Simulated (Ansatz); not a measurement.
Compare A (`C#C[SiH](Cl)OC`) with its isomer B (`C=C=C(Cl)O[SiH3]`).

Isolated molecules relaxed with PBE0-D4/def2-TZVP in Ansatz; ΔE leaves out vibrations. CBS: MP2 limit from def2 TZ/QZ plus the TZ coupled-cluster correction, frozen cores. Functionals use def2-TZVPP. B3LYP here is the variant with VWN-RPA as its local correlation; programs differ in this. Each species was taken in one conformer, which may not be the lowest.

A:

```xyz
11

C     2.511   -0.233   -0.857
C     1.421   -0.619   -0.516
Si   -0.234   -1.200   -0.032
Cl   -0.119   -1.754    1.939
O    -1.340   -0.033   -0.240
C    -1.268    1.264    0.318
H     3.477    0.104   -1.157
H    -0.666   -2.357   -0.831
H    -1.370    1.226    1.406
H    -0.322    1.751    0.064
H    -2.090    1.851   -0.094
```

B:

```xyz
11

C    -1.531   -0.099    2.341
C    -0.737   -0.277    1.329
C     0.072   -0.473    0.328
Cl    0.328   -2.090   -0.276
O     0.773    0.489   -0.286
Si    1.132    0.578   -1.914
H    -2.595    0.079    2.205
H    -1.161   -0.117    3.363
H    -0.083    0.309   -2.722
H     1.593    1.972   -2.092
H     2.209   -0.372   -2.275
```

**Question.** Which is lower in electronic energy at CCSD(T)/CBS, and by how much? (An estimate is asked.)

**Answer.** Ansatz gave: A, by 236.0 kJ/mol.

**Question.** Give E(B) − E(A) in kJ/mol with PBE-D4, BLYP-D4, CCSD(T)/def2-TZVPP, r2SCAN-D4, B3LYP-D4, CCSD(T)/def2-SVP, CCSD/def2-TZVPP. (An estimate is asked.)

**Answer.** Ansatz gave: PBE-D4 187.4, BLYP-D4 195.3, CCSD(T)/def2-TZVPP 230.1, r2SCAN-D4 208.5, B3LYP-D4 208.6, CCSD(T)/def2-SVP 202.9, CCSD/def2-TZVPP 235.7. None reverses the order clearly.

**Question.** Does the order hold for the free energy at 298.15 K (harmonic terms from PBE0-D4)? (Estimate.)

**Answer.** The calculation gave: Yes: G(B) − G(A) = +221.4 kJ/mol, for one conformer each. Modes under 60 cm⁻¹, often nearly free rotors, make the harmonic entropy too high.

Largest T1 diagnostic: 0.012.

At CCSD(T), def2-SVP lies −33.1 kJ/mol from the extrapolated value and def2-TZVPP −5.8 kJ/mol. In def2-TZVPP, CCSD(T) changes the Hartree–Fock value by −20.6 kJ/mol (the triples alone add −5.6 kJ/mol) and MP2 by −3.4 kJ/mol.
